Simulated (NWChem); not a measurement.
System: C4H6O2; SMILES C(C(=O)OC)=C

Input file for NWChem:

```
start job
memory heap 200 mb stack 900 mb global 1100 mb
geometry units angstroms noautoz
  C     -0.031755    -2.481638     0.000000
  C     -0.661378    -1.305494     0.000000
  C      0.110602    -0.039115     0.000000
  O      1.312559     0.050843     0.000000
  O     -0.708051     1.021436     0.000000
  C     -0.075396     2.287578     0.000000
  H      1.061900    -2.512279     0.000000
  H     -0.579555    -3.426781     0.000000
  H     -1.751085    -1.221399     0.000000
  H      0.558761     2.410099     0.890896
  H      0.558761     2.410099    -0.890896
  H     -0.877509     3.034880     0.000000
end
basis spherical
  C library 6-31g*
  O library 6-31g*
  H library 6-31g*
end
dft
  xc r2scan
  iterations 200
  convergence diis 20
end
task dft gradient
```

Parts of the log:

```
             Northwest Computational Chemistry Package (NWChem) 7.3.0
             --------------------------------------------------------

 CS  symmetry detected

                             Geometry "geometry" -> ""
                             -------------------------

 Output coordinates in angstroms (scale by  1.889725989 to convert to a.u.)

  No.       Tag          Charge          X              Y              Z
 ---- ---------------- ---------- -------------- -------------- --------------
    1 C                    6.0000    -0.02591153    -2.48255651     0.00000000
    2 C                    6.0000    -0.65685835    -1.30712215     0.00000000
    3 C                    6.0000     0.11369534    -0.03987478     0.00000000
    4 O                    8.0000     1.31555029     0.05143646     0.00000000
    5 O                    8.0000    -0.70615122     1.01975383     0.00000000
    6 C                    6.0000    -0.07492218     2.28660733     0.00000000
    7 H                    1.0000     1.06777728    -2.51196614     0.00000000
    8 H                    1.0000    -0.57264704    -3.42831568     0.00000000
    9 H                    1.0000    -1.74665934    -1.22425411     0.00000000
   10 H                    1.0000     0.55909647     2.40984226     0.89089600
   11 H                    1.0000     0.55909647     2.40984226    -0.89089600
   12 H                    1.0000    -0.87787606     3.03300576     0.00000000

 Effective nuclear repulsion energy (a.u.)     228.2329583549

      Symmetry information
      --------------------

 Group name             Cs
 Group number              2
 Group order               2
 No. of unique centers    11

                                 NWChem DFT Module
                                 -----------------

 Summary of "ao basis" -> "ao basis" (spherical)
 ------------------------------------------------------------------------------
       Tag                 Description            Shells   Functions and Types
 ---------------- ------------------------------  ------  ---------------------
 C                           6-31g*                  6       14   3s2p1d
 O                           6-31g*                  6       14   3s2p1d
 H                           6-31g*                  2        2   2s

      Symmetry analysis of basis
      --------------------------

        a'         70
        a"         26

            General Information
            -------------------
          SCF calculation type: DFT
          Wavefunction type:  closed shell.
          No. of atoms     :    12
          No. of electrons :    46
           Alpha electrons :    23
            Beta electrons :    23
          Charge           :     0
          Spin multiplicity:     1
          Use of symmetry is: on ; symmetry adaption is: on
          Maximum number of iterations: 200
          AO basis - number of functions:    96
                     number of shells:    48
          Convergence on energy requested:  1.00D-06
          Convergence on density requested:  1.00D-05
          Convergence on gradient requested:  5.00D-04

              XC Information
              --------------
                      r^2SCAN Method XC Functional
               r^2SCAN metaGGA Exchange Functional  1.000
                     r^2SCAN Correlation Potential  1.000

             Grid Information
             ----------------
          Grid used for XC integration:  medium
          Radial quadrature: Mura-Knowles
          Angular quadrature: Lebedev.
          Tag              B.-S. Rad. Rad. Pts. Rad. Cut. Ang. Pts.
          ---              ---------- --------- --------- ---------
          C                   0.70       49          13.0       434
          O                   0.60       49          11.0       434
          H                   0.35       45          13.0       434
          Grid pruning is: on
          Number of quadrature shells:   519
          Spatial weights used:  Erf1

      Superposition of Atomic Density Guess
      -------------------------------------

 Sum of atomic energies:        -303.13911629

      Non-variational initial energy
      ------------------------------

 Total energy =    -306.362441
 1-e energy   =    -864.439499
 2-e energy   =     329.844100
 HOMO         =      -0.324577
 LUMO         =      -0.035233

      Symmetry analysis of molecular orbitals - initial
      -------------------------------------------------

  Numbering of irreducible representations:

     1 a'          2 a"

  Orbital symmetries:

     1 a'          2 a'          3 a'          4 a'          5 a'
     6 a'          7 a'          8 a'          9 a'         10 a'
    11 a'         12 a'         13 a'         14 a'         15 a"
    16 a'         17 a"         18 a'         19 a'         20 a'
    21 a"         22 a'         23 a"         24 a"         25 a"
    26 a'         27 a'         28 a'         29 a'         30 a'
    31 a"         32 a'         33 a'

   convergence    iter        energy       DeltaE   RMS-Dens  Diis-err
 ---------------- ----- ----------------- --------- --------- ---------
 d= 0,ls=0.0,diis     1   -306.1514267364 -5.34D+02  2.05D-02  1.19D+00
 d= 0,ls=0.0,diis     2   -305.6707094876  4.81D-01  1.65D-02  5.91D+00
 d= 0,ls=0.0,diis     3   -306.2592390332 -5.89D-01  4.35D-03  2.81D-01
 d= 0,ls=0.0,diis     4   -306.2793539500 -2.01D-02  1.65D-03  8.87D-02
 d= 0,ls=0.0,diis     5   -306.2875964885 -8.24D-03  4.53D-04  2.88D-03
 d= 0,ls=0.0,diis     6   -306.2878781887 -2.82D-04  1.67D-04  2.07D-04
 d= 0,ls=0.0,diis     7   -306.2879020261 -2.38D-05  5.15D-05  5.02D-05
 d= 0,ls=0.0,diis     8   -306.2879090391 -7.01D-06  1.27D-05  2.37D-06
 d= 0,ls=0.0,diis     9   -306.2879093305 -2.91D-07  3.73D-06  1.59D-07

         Total DFT energy =     -306.287909330484
      One electron energy =     -868.549163677905
           Coulomb energy =      374.966444260357
    Exchange-Corr. energy =      -40.938148267872
 Nuclear repulsion energy =      228.232958354936

 Numeric. integr. density =       46.000000823477

                  Occupations of the irreducible representations
                  ----------------------------------------------

                     irrep           alpha         beta
                     --------     --------     --------
                     a'               19.0         19.0
                     a"                4.0          4.0

                       DFT Final Molecular Orbital Analysis
                       ------------------------------------

 Vector   21  Occ=2.000000D+00  E=-2.695474D-01  Symmetry=a"
              MO Center= -2.3D-02,  8.5D-01, -7.9D-15, r^2= 2.6D+00
   Bfn.  Coefficient  Atom+Function         Bfn.  Coefficient  Atom+Function
  ----- ------------  ---------------      ----- ------------  ---------------
    61      0.502816   5 O  pz               65      0.384837   5 O  pz
    47     -0.303417   4 O  pz               51     -0.220932   4 O  pz
    75     -0.165367   6 C  pz               92     -0.153515  10 H  s
    94      0.153515  11 H  s                91     -0.128748  10 H  s
    93      0.128748  11 H  s                 5     -0.102818   1 C  pz

 Vector   22  Occ=2.000000D+00  E=-2.585282D-01  Symmetry=a"
              MO Center= -1.8D-02, -1.5D+00,  1.6D-18, r^2= 2.3D+00
   Bfn.  Coefficient  Atom+Function         Bfn.  Coefficient  Atom+Function
  ----- ------------  ---------------      ----- ------------  ---------------
     5      0.364972   1 C  pz               19      0.363167   2 C  pz
    47     -0.296244   4 O  pz               23      0.261969   2 C  pz
     9      0.252251   1 C  pz               51     -0.209558   4 O  pz
    33     -0.047393   3 C  pz               37     -0.038112   3 C  pz

 Vector   23  Occ=2.000000D+00  E=-2.358007D-01  Symmetry=a'
              MO Center=  8.5D-01,  4.8D-02, -1.6D-17, r^2= 1.7D+00
   Bfn.  Coefficient  Atom+Function         Bfn.  Coefficient  Atom+Function
  ----- ------------  ---------------      ----- ------------  ---------------
    46      0.583108   4 O  py               50      0.406663   4 O  py
    59     -0.223001   5 O  px               20      0.196348   2 C  s
    63     -0.185094   5 O  px               18      0.128897   2 C  py
    17      0.123144   2 C  px               62     -0.122521   5 O  s
    60      0.109404   5 O  py               21      0.100039   2 C  px

 Vector   24  Occ=0.000000D+00  E=-6.824118D-02  Symmetry=a"
              MO Center=  8.4D-04, -1.2D+00, -1.4D-15, r^2= 3.0D+00
   Bfn.  Coefficient  Atom+Function         Bfn.  Coefficient  Atom+Function
  ----- ------------  ---------------      ----- ------------  ---------------
     9      0.489007   1 C  pz                5      0.396959   1 C  pz
    23     -0.353173   2 C  pz               33     -0.305791   3 C  pz
    19     -0.274674   2 C  pz               47      0.263606   4 O  pz
    51      0.249941   4 O  pz               37     -0.226894   3 C  pz
    61      0.195838   5 O  pz               65      0.160482   5 O  pz

 Vector   25  Occ=0.000000D+00  E= 6.447210D-02  Symmetry=a"
              MO Center= -1.3D-03, -5.9D-01, -7.5D-16, r^2= 2.8D+00
   Bfn.  Coefficient  Atom+Function         Bfn.  Coefficient  Atom+Function
  ----- ------------  ---------------      ----- ------------  ---------------
    23      0.572332   2 C  pz               37     -0.556584   3 C  pz
    33     -0.501524   3 C  pz                9     -0.380164   1 C  pz
    19      0.378270   2 C  pz               51      0.330153   4 O  pz
    47      0.301471   4 O  pz               92     -0.211314  10 H  s
    94      0.211314  11 H  s                 5     -0.210068   1 C  pz

 Vector   26  Occ=0.000000D+00  E= 1.069827D-01  Symmetry=a'
              MO Center= -4.6D-01, -1.3D-01,  3.0D-15, r^2= 7.6D+00
   Bfn.  Coefficient  Atom+Function         Bfn.  Coefficient  Atom+Function
  ----- ------------  ---------------      ----- ------------  ---------------
    88      0.904719   8 H  s                62      0.780595   5 O  s
    90      0.765144   9 H  s                78      0.652398   6 C  py
     6     -0.641281   1 C  s                77      0.530976   6 C  px
    34     -0.489416   3 C  s                21      0.468166   2 C  px
    92     -0.427982  10 H  s                94     -0.427982  11 H  s

     Multipole analysis of the density
     ---------------------------------

     L   x y z        total         alpha         beta         nuclear
     -   - - -        -----         -----         ----         -------
     0   0 0 0     -0.000000    -23.000000    -23.000000     46.000000

     1   1 0 0     -0.595537     -0.297769     -0.297769     -0.000000
     1   0 1 0      0.063977      0.031988      0.031988     -0.000000
     1   0 0 1      0.000000      0.000000      0.000000      0.000000

     2   2 0 0    -28.129807    -61.298226    -61.298226     94.466644
     2   1 1 0      0.540013     -1.005520     -1.005520      2.551054
     2   1 0 1     -0.000000     -0.000000     -0.000000      0.000000
     2   0 2 0    -19.127340   -236.910447   -236.910447    454.693554
     2   0 1 1      0.000000      0.000000      0.000000      0.000000
     2   0 0 2    -26.529871    -16.099274    -16.099274      5.668677

            General Information
            -------------------
          SCF calculation type: DFT
          Wavefunction type:  closed shell.
          No. of atoms     :    12
          No. of electrons :    46
           Alpha electrons :    23
            Beta electrons :    23
          Charge           :     0
          Spin multiplicity:     1
          Use of symmetry is: on ; symmetry adaption is: on
          Maximum number of iterations: 200
          AO basis - number of functions:    96
                     number of shells:    48
          Convergence on energy requested:  1.00D-06
          Convergence on density requested:  1.00D-05
          Convergence on gradient requested:  5.00D-04

              XC Information
              --------------
                      r^2SCAN Method XC Functional
               r^2SCAN metaGGA Exchange Functional  1.000
                     r^2SCAN Correlation Potential  1.000

             Grid Information
             ----------------
          Grid used for XC integration:  medium
          Radial quadrature: Mura-Knowles
          Angular quadrature: Lebedev.
          Tag              B.-S. Rad. Rad. Pts. Rad. Cut. Ang. Pts.
          ---              ---------- --------- --------- ---------
          C                   0.70       49          13.0       434
          O                   0.60       49          11.0       434
          H                   0.35       45          13.0       434
          Grid pruning is: on
          Number of quadrature shells:   519
          Spatial weights used:  Erf1

          Convergence Information
          -----------------------
          Convergence aids based upon iterative change in
          total energy or number of iterations.
          Levelshifting, if invoked, occurs when the
          HOMO/LUMO gap drops below (HL_TOL):  1.00D-02
          DIIS, if invoked, will attempt to extrapolate
          using up to (NFOCK): 20 stored Fock matrices.

                    Damping( 0%)  Levelshifting(0.5)       DIIS
                  --------------- ------------------- ---------------
          dE  on:    start            ASAP                start
          dE off:    2 iters        200 iters           200 iters

                            NWChem DFT Gradient Module
                            --------------------------

  charge          =   0.00
  wavefunction    = closed shell

  Using symmetry

                         DFT ENERGY GRADIENTS

    atom               coordinates                        gradient
                 x          y          z           x          y          z
   1 C      -0.048966  -4.691352   0.000000   -0.003533   0.004938   0.000000
   2 C      -1.241282  -2.470103   0.000000    0.006372  -0.003738   0.000000
   3 C       0.214853  -0.075352   0.000000    0.008819   0.010033   0.000000
   4 O       2.486030   0.097201   0.000000   -0.021839  -0.001003   0.000000
   5 O      -1.334432   1.927055   0.000000    0.017554  -0.001087   0.000000
   6 C      -0.141582   4.321061   0.000000   -0.008292  -0.012160   0.000000
   7 H       2.017806  -4.746928   0.000000    0.003845   0.000313   0.000000
   8 H      -1.082146  -6.478577   0.000000   -0.002091  -0.003057   0.000000
   9 H      -3.300708  -2.313505   0.000000   -0.003005   0.000515   0.000000
  10 H       1.056539   4.553942   1.683549    0.001832   0.001037   0.002223
  11 H       1.056539   4.553942  -1.683549    0.001832   0.001037  -0.002223
  12 H      -1.658945   5.731550   0.000000   -0.001494   0.003172   0.000000
```

Level: r2SCAN/6-31G* (spherical d). The geometry was optimised at PBE0/def2-SVP.
